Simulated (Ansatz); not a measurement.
Molecule: CH5Ge, net charge 0, doublet state. It need not be the lowest isomer of its formula. SMILES: [CH2][GeH3]
Geometry: optimised at B3LYP-D3(BJ)/def2-TZVP (Ansatz, a program for electronic structure).

Property: vertical ionisation energy (to the singlet state of charge +1; each state is the SCF solution reached for its spin; for the singlet T1 is 0.028), in eV. Valence correlation only, unless marked. UHF or UKS for open shells. No spin-orbit coupling. Frozen are the shells of the preceding noble gas and the d and f shells that filled before the atom's block. No relativistic terms. Basis-set limits of correlation are two-point, X^-3; Hartree-Fock from the larger set. [CCSD(T)-MP2]/basis is that difference in the basis named.

| level | program | vertical ionisation energy (eV) |
|---|---|---|
| SVWN5/def2-TZVPD | Ansatz | 9.02 |
| r2SCAN/def2-TZVPD | Ansatz | ? |
| wB97M-V/def2-TZVPD | Ansatz | 9.09 |
| wB97X-V/def2-TZVPD | Ansatz | ? |
| SCS-MP2/aug-cc-pVDZ | Ansatz | 9.06 |
| SCS-MP2/aug-cc-pVTZ | Ansatz | 9.15 |
| CCSD/aug-cc-pVDZ | Ansatz | 9.09 |
| CCSD/def2-TZVPPD | Ansatz | 9.17 |
| RI-MP2/CBS(aug-cc-pVTZ,aug-cc-pVQZ)+[CCSD(T)-MP2]/aug-cc-pVTZ | Ansatz | 9.24 |

Problem. Fill in the missing entries.

Solution. 
- r2SCAN/def2-TZVPD, vertical ionisation energy (eV): 9.29
- wB97X-V/def2-TZVPD, vertical ionisation energy (eV): 9.16
